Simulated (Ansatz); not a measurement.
```yaml
crystal:
  periodic: [false, false, false]
  atoms:
    - {symbol: C, position_ang: [-1.746868, -0.096208, 1.297814]}
    - {symbol: N, position_ang: [-0.663503, 0.803672, 0.991439]}
    - {symbol: In, position_ang: [0.823737, 0.590058, -0.310800]}
    - {symbol: C, position_ang: [1.487808, -0.876785, -1.743701]}
    - {symbol: F, position_ang: [1.977276, 2.211432, -0.170921]}
    - {symbol: H, position_ang: [-2.707194, 0.383577, 1.169509]}
    - {symbol: H, position_ang: [-1.643235, -0.997578, 0.690923]}
    - {symbol: H, position_ang: [-1.727130, -0.352222, 2.390117]}
    - {symbol: H, position_ang: [-0.680108, 1.675744, 1.535206]}
    - {symbol: H, position_ang: [2.345841, -0.448108, -2.229168]}
    - {symbol: H, position_ang: [0.603419, -1.080026, -2.434182]}
    - {symbol: H, position_ang: [1.743138, -1.797574, -1.243668]}
basis:
  gaussian: {orbitals: def2-SVPD}
hamiltonian: {xc: {name: HF}}
correlation: {method: mp2, frozen_orbitals: {C: 9}}
scf: {lower_state_search: full}
```

```sh
$ ansatz run in.yaml --threads 2 --pin off --events-out ev --progress --plain --max-ram 32768MiB --backend cpu
```

It prints (some lines left out):

```
Functional definition: HF
Error: "frozen_orbitals" has no count for N
```

In this input frozen orbitals are typed for one element alone, and the program wants a count for each. The input was rejected before any iteration.
